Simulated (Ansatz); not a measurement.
A nudged elastic band was laid between two geometries of CH₆InNO (10 atoms, charge 0, multiplicity 1).

The calculation used RKS PBE/def2-SVP in Ansatz.

```json
{
 "movable images": "7",
 "climbing image": "yes",
 "spring": "5.0 eV/Å²",
 "optimiser": "quadratic models (default)",
 "start path": "through a guess of the saddle point",
 "force threshold": "0.05 eV/Å",
 "iteration limit": "60",
 "end points": "relaxed"
}
```

Image 0:

```xyz
10
Properties=species:S:1:pos:R:3
N -1.785 -0.744 0.035
C -0.353 -0.872 0.109
O 0.358 0.027 -0.731
In 1.763 1.337 -0.059
H -2.089 -0.843 -0.943
H -2.067 0.203 0.323
H -0.095 -1.914 -0.200
H -0.057 -0.766 1.183
H 1.985 1.283 1.662
H 2.423 2.238 -1.374
```

Image 8:

```xyz
10
Properties=species:S:1:pos:R:3
N -1.242 -0.275 0.124
C -0.022 -0.931 -0.145
O 1.096 -0.089 -0.632
In 1.600 2.133 0.486
H -1.697 0.113 -0.710
H -1.105 0.465 0.834
H -0.166 -1.748 -0.884
H 0.382 -1.360 0.792
H 0.246 1.587 1.731
H 0.992 0.054 -1.593
```

Question: What changes between the two ends?

Answer: Bonds broken: In4–H10. Bonds formed: O3–H10.

Question: What energy profile does the band end with?

Answer: The forces met the threshold. The highest image is number 4 of 0 to 8, 1.50 eV above the first end and 1.82 eV above the last; the last end lies 0.32 eV below the first. Neighbouring images differ by up to 1.5 eV, so the band resolves the path poorly. A vibrational analysis at the climbing image gives one clearly imaginary mode, 1060i cm⁻¹, and a faint second one (36i cm⁻¹) that may be numerical noise or a soft torsion: probably a first-order saddle point. The orbitals stay closed-shell, which can raise the energy where a bond breaks towards radicals; this wasn't checked here.

```csv
image,path coordinate (Å),energy (eV),In4–H10 (Å),O3–H10 (Å)
0,0.00,0.00,1.73,3.09
1,0.92,0.01,1.73,3.08
2,1.85,0.09,1.72,2.91
3,2.77,0.52,1.70,2.41
4,3.69,1.50,1.80,1.56
5,4.47,0.01,2.41,1.00
6,5.25,-0.20,2.88,0.98
7,6.03,-0.28,3.00,0.98
8,6.81,-0.32,3.00,0.98
```

Question: What is the geometry of the highest image?

Answer: 
```xyz
10
Properties=species:S:1:pos:R:3:forces:R:3
N -1.611 -0.550 -0.030 0.01 0.00 0.00
C -0.267 -1.067 -0.063 -0.01 0.00 0.00
O 0.786 -0.131 -0.248 0.00 0.00 0.00
In 1.819 1.773 0.105 0.00 0.00 0.00
H -1.825 -0.049 -0.902 0.00 0.00 0.00
H -1.719 0.127 0.737 0.00 0.00 0.00
H -0.209 -1.822 -0.881 0.00 0.00 0.00
H -0.085 -1.606 0.898 0.00 0.00 0.00
H 1.765 2.500 1.726 0.00 0.00 0.00
H 1.429 0.775 -1.341 0.00 0.00 0.00
```

The band took 16 iterations and of the order of 9 core-minutes.

Run time: 4.9 min on 2 threads of Intel(R) Xeon(R) Platinum 8259CL CPU @ 2.50GHz (Skylake/Cascade Lake), on a shared host, peak memory 0.16 GiB.
